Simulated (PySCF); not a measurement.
Predicted microwave data (PBE0-D3(BJ)/def2-SVP geometry optimisation, gas phase (PySCF)) for one isomer of C8H13P:

- Rotational constants: A = 3171, B = 559.5, C = 528.9 MHz
- Dipole components: |μa| = 0.77 D, |μb| = 0.49 D, |μc| = 1.43 D
- Inertial defect: -107.12 u·Å²
- κ: -0.98

Question: Which structure is it? (One computed conformer of each.)
A. `[CH3:1][CH2:2][c:3]1[cH:4][pH:5][c:6]([CH2:7][CH3:8])[cH:9]1` with C1–C2–C3–C4 -114°, P5–C6–C7–C8 56°
B. `[CH3:1][C:2]1=[CH:3][CH2:4][CH2:5][P:6]1[CH:7]1[CH2:8][CH2:9]1` with C5–P6–C7–C8 -100°, C2–C3–C4–C5 14°, C3–C4–C5–P6 -20°, C4–C5–P6–C7 -83°, P6–C7–C8–C9 -108°
C. `[CH3:1][CH2:2][C:3]([CH3:4])=[C:5]=[P:6][CH:7]1[CH2:8][CH2:9]1` with C1–C2–C3–C4 -74°, C5–P6–C7–C8 -151°
D. `[CH:1]#[C:2][CH2:3][P:4]([CH3:5])[CH:6]1[CH2:7][CH2:8][CH2:9]1` with C2–C3–P4–C5 -68°, C3–P4–C6–C7 -179°, P4–C6–C7–C8 138°, C6–C7–C8–C9 -18°, C7–C8–C9–C6 18°, P4–C6–C9–C8 -138°

Answer: C. It is CCC(C)=C=PC1CC1, a near-prolate asymmetric top, point group C1. The candidates at the same level (rigid rotor, commonest isotopes):

```tsv
SMILES	A (MHz)	B (MHz)	C (MHz)	μa (D)	μb (D)	μc (D)	Δ (u·Å²)	point group	rotor
C#CCP(C)C1CCC1	3302	713.3	623.1	1.05	0.18	1.25	-50.42	C1	near-prolate asymmetric top
CCc1c[pH]c(CC)c1	2461	814.5	666.3	0.35	1.00	0.35	-67.33	C1	asymmetric top
CCC(C)=C=PC1CC1	3171	559.5	528.9	0.77	0.49	1.43	-107.12	C1	near-prolate asymmetric top
CC1=CCCP1C1CC1	2047	1141	865.8	0.28	0.23	1.33	-106.03	C1	asymmetric top
```

`CC1=CCCP1C1CC1` has B 104 % too high; `CCc1c[pH]c(CC)c1` has B 46 % too high; `C#CCP(C)C1CCC1` has B 28 % too high. No structure here is proved a minimum.
